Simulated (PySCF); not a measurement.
ClH3S3Sn, SMILES [Sn]([SH])([SH])([Cl])[SH]. Geometry optimised at PBE-D3(BJ)/def2-SVP. The structure was generated by enumeration; whether it is a known compound was not checked. The def2 effective core potentials stand for the cores of Sn; spin–orbit coupling is left out. The values are those of a single conformer.

Computed equilibrium geometry at PBE-D3(BJ)/def2-SVP (PySCF confirms it by a frequency run) as bond lengths and angles, and its point group (one conformer of several):
point group C3.
Atoms: S1 Sn2 S3 S4 Cl5 H6 H7 H8. Bond lengths (Å): S1–Sn2 2.435, S1–H6 1.365, Sn2–S3 2.435, Sn2–S4 2.435, Sn2–Cl5 2.368, S3–H7 1.365, S4–H8 1.365. Bond angles (°): Sn2–S1–H6 89.7, S1–Sn2–S3 110.0, S1–Sn2–S4 110.0, S1–Sn2–Cl5 108.9, S3–Sn2–S4 110.0, S3–Sn2–Cl5 108.9, S4–Sn2–Cl5 108.9, Sn2–S3–H7 89.7, Sn2–S4–H8 89.7.
